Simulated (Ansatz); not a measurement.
System: 3-methylselanylprop-1-ene, C4H8Se (charge 0, singlet). 
Geometry from a B3LYP-D3(BJ)/def2-TZVP (Ansatz, a program for electronic structure) optimisation:
SMILES: C=CC[Se]C
```xyz
13

C     -2.8768     0.6318    -0.8344
C     -1.6725     1.1013    -0.5297
C     -0.3953     0.4743    -0.9589
Se     0.4926    -0.3603     0.6125
C      2.2816    -0.5171    -0.1800
H     -3.0002    -0.2575    -1.4420
H     -3.7788     1.1189    -0.4882
H     -1.5818     1.9854     0.0939
H     -0.5543    -0.2937    -1.7135
H      0.3074     1.2174    -1.3364
H      2.9193    -0.9756     0.5730
H      2.2493    -1.1522    -1.0624
H      2.6686     0.4678    -0.4325
```

Basis-set convergence of Hartree-Fock and CCSD(T) correlation energies (hartree) with Ansatz. Valence correlation only, unless marked. No spin-orbit coupling. Frozen are the shells of the preceding noble gas and the d and f shells that filled before the atom's block. No relativistic terms.

```json
[
 {"basis": "cc-pVDZ", "functions": "123", "E(HF)": "-2555.92047", "E(corr, CCSD(T))": "-0.76085"},
 {"basis": "cc-pVTZ", "functions": "275", "E(HF)": "-2556.04408", "E(corr, CCSD(T))": "-0.92595"},
 {"basis": "cc-pVQZ", "functions": "528", "E(HF)": "-2556.05740", "E(corr, CCSD(T))": "-0.97609"}
]
```

Extrapolating the two largest sets (X = 3 and 4) as X^-3: E(corr) = (64·(-0.97609) - 27·(-0.92595))/37 = -1.0127 Eh, an estimate of the basis-set limit. The largest set recovers 96.4 % of it, the smallest 75.1 %.
